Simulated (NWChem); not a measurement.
Species: InF cation, doublet; SMILES of the neutral closed-shell parent [F][In]

```xyz
2

In     0.0000     0.0000    -0.1865
F      0.0000     0.0000     1.7641
```
Atoms are numbered in this order, from 1.

All runs use the structure optimised with PBE0/def2-SVP, spin-unrestricted. The spin multiplicity was typed, not searched, and may not be the lowest. No stability test was run on the SCF state. def2 effective core potentials on In; no spin-orbit coupling.

List the 4 lowest vertical excitations from PBE/def2-SVP with def2 effective core potentials on In, spin-unrestricted, TDA (NWChem).


```
state    energy (eV)  oscillator strength  <S²>
-------  -----------  -------------------  ----
state 1         1.58                0.001  0.76
state 2         1.58                0.001  0.76
state 3         4.39                0.065  0.77
state 4         5.86                0.109  0.81
```
